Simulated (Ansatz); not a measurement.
Molecule: MnH (charge 0, septet). The spin state was set by rule; other spins were not relaxed. SMILES: [MnH]
Geometry: optimised at B3LYP-D3(BJ)/def2-TZVP (Ansatz, a program for electronic structure).

Property: vertical ionisation energy (to the sextet state of charge +1; each state is the SCF solution reached for its spin; the UHF <S^2> is 8.94 for the sextet (pure: 8.75)), in eV. Valence correlation only, unless marked. UHF or UKS for open shells. No spin-orbit coupling. The frozen core is the preceding noble-gas configuration, with the filled d and f shells of earlier blocks. Non-relativistic. CBS(X,Y): correlation extrapolated as X^-3; Hartree-Fock from the larger set.

```json
[
 {"level": "PBE/def2-TZVPD", "program": "Ansatz", "vertical ionisation energy (eV)": "6.99", "minus last row": "-0.05"},
 {"level": "CAM-B3LYP/def2-TZVPD", "program": "Ansatz", "vertical ionisation energy (eV)": "7.11", "minus last row": "0.07"},
 {"level": "CCSD/def2-SVPD", "program": "Ansatz", "vertical ionisation energy (eV)": "6.88", "minus last row": "-0.16"},
 {"level": "CCSD/def2-QZVPPD", "program": "Ansatz", "vertical ionisation energy (eV)": "7.02", "minus last row": "-0.02"},
 {"level": "CCSD(T)/def2-SVPD", "program": "Ansatz", "vertical ionisation energy (eV)": "6.88", "minus last row": "-0.16"},
 {"level": "CCSD(T)/def2-TZVPPD", "program": "Ansatz", "vertical ionisation energy (eV)": "7.01", "minus last row": "-0.03"},
 {"level": "CCSD(T)/CBS(def2-TZVPPD,def2-QZVPPD)", "program": "Ansatz", "vertical ionisation energy (eV)": "7.04", "minus last row": "0.00"}
]
```
